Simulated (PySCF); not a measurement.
## How methods differ on the excitation energy of V

V [Ar] 3d3 4s2 (4F) → V [Ar] 3d5 (6S), as a difference of total energies. Computed with PySCF 2.14 in dyall-av2z (16s12p7d2f, 101 functions), with no relativity, point nucleus. Correlated levels: valence: [Ar] frozen; virtual orbitals above 40 to 60 times the deepest correlated orbital energy dropped. The calculations carry no spin-orbit coupling.

```tsv
method	excitation energy (cm⁻¹)
UHF	27960
LDA	5457.9
PBE	7399.1
PBE0	11945
r2SCAN	10771
B2PLYP	17982
LC-wPBE	9746.3
PBEsol	5777.8
HSE06	12153
MP2 (valence)	19644
SCS-MP2 (valence)	31080
```

A first-order spin-orbit estimate (lowest level to lowest level, LS coupling) adds 0.043 eV.
